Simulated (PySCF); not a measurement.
## Dipole response of W²⁺ (tungsten, charge +2)

[Xe] 4f14 5d4, high-spin 5D determinant. Computed with PySCF 2.14 in aug-cc-pwCVTZ-PP with ECP60MDF, with scalar relativity through the core potential. Coupled (time-dependent) response in atomic units; α is the mean over directions.

| method | mean α (bohr³) | α xx, yy, zz | C₆ (like pair) | S(−4) |
| --- | --- | --- | --- | --- |
| wB97M-V | 13.57 | 13.02, 13.02, 14.68 | 80.01 | 84.99 |

S(−4) is the Cauchy moment in α(ω) = α(0) + S(−4) ω² + …

Spin-orbit coupling is absent.

α(iu) at wB97M-V:

```csv
u (hartree),α(iu) (bohr³)
0,13.57
0.0500,13.37
0.100,12.81
0.200,11.19
0.300,9.590
0.500,7.216
0.750,5.350
1.00,4.141
1.50,2.693
2.00,1.880
3.00,1.047
5.00,0.4470
```

A single London oscillator, α(iu) = α/(1 + u²/ω²), gives C₆ = (3/4) ω α². Matching the computed C₆ needs ω = 4 × 80.01 / (3 × 13.57²) = 0.579 hartree.

For an ion, C₆ is the dispersion term alone; charge-induced terms of lower order in 1/R come first.

The components differ because the open shell of this determinant is not spherical; for a pure term their mean is the scalar polarisability.

Energies and moments cover only the electrons outside the core potential. Spin-orbit coupling, absent here, splits the open shell strongly.
